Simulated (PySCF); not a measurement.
## [Sm(NH3)3]3+ at several levels of theory

Computed with PySCF 2.14.0 (density fitting, no spin-orbit coupling) at the geometry relaxed with TPSS:

```xyz
13
[Sm(NH3)3]3+ (singlet in the valence; each metal's 4f electrons, 5 of them, lie in its core potential, out of spins and levels)
Sm    0.0000    0.0000    0.7974
N     2.3517   -0.0006    0.0195
H     3.0510   -0.2710    0.7463
H     2.5774   -0.6442   -0.7698
H     2.7126    0.9179   -0.3177
N    -1.1753    2.0369    0.0195
H    -1.2908    2.7777    0.7463
H    -0.7308    2.5542   -0.7698
H    -2.1512    1.8903   -0.3177
N    -1.1764   -2.0363    0.0195
H    -1.7602   -2.5067    0.7463
H    -1.8466   -1.9100   -0.7698
H    -0.5614   -2.8081   -0.3177
```

```csv
level,basis,state,HOMO (eV),gap (eV),charge on Sm1 (e),population of f-type functions on Sm1 (polarisation alone where 4f lies in the core),dipole about the centre of mass (D),largest force component (eV/Å)
TPSS,"Sm lcecp-1-SVP with ECP51, N def2-SVP, H def2-SVP",singlet,-22.84,5.85,1.81,0.03,2.55,0.02
r2SCAN,the same,singlet,-23.06,6.33,1.86,0.03,2.50,0.21
TPSS,"Sm lcecp-1-TZVP with ECP51, N def2-TZVP, H def2-TZVP",singlet,-22.76,5.88,2.08,0.04,2.54,0.40
```

In the lcecp rows the 4f levels are missing from HOMO and gap, and the state counts the valence alone.

Charges are Mulliken's, which hang on the basis. The relaxation used the grid (50, 194), these runs (75, 302) or, all-electron (x2c bases, spin-free X2C Hamiltonian), (99, 590).

Question: A further run in the first row's basis gives HOMO (eV) -22.58, gap (eV) 5.36, charge on Sm1 (e) 1.73, population of f-type functions on Sm1 (polarisation alone where 4f lies in the core) 0.03, dipole about the centre of mass (D) 2.63, largest force component (eV/Å) 0.14. Which level was it?
A. HF
B. BLYP
C. PBE0

Answer: B. The others give HOMO -27.97 eV (HF); -24.26 eV (PBE0).

In the first row's basis the gap widens with exact exchange: 5.4 to 6.3 eV for BLYP, TPSS, r2SCAN (none); 7.9 eV for PBE0 (a fixed share); 14.9 eV for Hartree–Fock (rising or full at long range).

No frequency check is given that shows the relaxed geometry to be a minimum. An lcecp potential fixes the number of 4f electrons, so in runs with it no electron can move into or out of that shell.
